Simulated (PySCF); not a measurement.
C6H8, SMILES C#C[C@@H]1C[C@@H]1C.

Coordinates come from a B3LYP-D3(BJ)/def2-SVP optimisation. The structure was generated by enumeration; whether it is a known compound was not checked.

The numbers are results of PBE/def2-TZVP run with PySCF, not measurements.

Isolated molecule, no solvent.

Computed frontier levels, gap, dipole moment and polarisability:
```json
{
 "highest_occupied_level": "-5.94 eV",
 "lowest_empty_level": "-0.13 eV",
 "orbital_gap": "5.81 eV",
 "dipole_moment": "1.06 D",
 "quadrupole, principal values (traceless, Buckingham form, about the centre of nuclear charge)": "-3.06, -2.40, 5.46 D·Å",
 "mean_static_polarisability": "69.9 bohr³ (10.36 Å³)",
 "polarisability_principal_values": "55.5, 63.6, 90.6 bohr³"
}
```
